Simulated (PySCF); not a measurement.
Ga(F)(Br)(Me) (CH3BrFGa), SMILES [F][Ga]([Br])[CH3]. The structure is a stationary point at PBE-D3(BJ)/def2-SVP.

Computed equilibrium geometry at PBE-D3(BJ)/def2-SVP (PySCF confirms it by a frequency run) as bond lengths and angles, and its point group:
point group Cs.
Atoms: Ga1 F2 Br3 C4 H5 H6 H7. Bond lengths (Å): Ga1–F2 1.771, Ga1–Br3 2.299, Ga1–C4 1.955, C4–H5 1.105, C4–H6 1.108, C4–H7 1.108. Angles (°): F2–Ga1–Br3 112.7, F2–Ga1–C4 120.2, Br3–Ga1–C4 127.1, Ga1–C4–H5 110.7, Ga1–C4–H6 108.8, Ga1–C4–H7 108.8, H5–C4–H6 110.0, H5–C4–H7 110.0, H6–C4–H7 108.6.
Charge 0, spin multiplicity 1.
